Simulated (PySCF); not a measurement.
A calculated (UHF, PySCF 2.14, Sapporo-DZP-2012, the spin-free X2C one-electron Hamiltonian (Gaussian nucleus)) atom or ion has these occupied shells.

| shell | electrons | orbital energy (eV) | rms radius, mean of both spins (bohr) |
| --- | --- | --- | --- |
| 1s α | 1 | -916.86 | 0.182 |
| 1s β | 1 | -915.21 | 0.182 |
| 2s α | 1 | -74.844 | 0.948 |
| 2s β | 1 | -68.733 | 0.948 |
| 2p α | 3 | -44.998 | 1.01 |
| 2p β | 2 | -42.154 | 1.01 |

Problem. Name the element and its charge.

Solution. Ne+ (neon, charge +1), in [He] 2s2 2p5, 2P determinant.
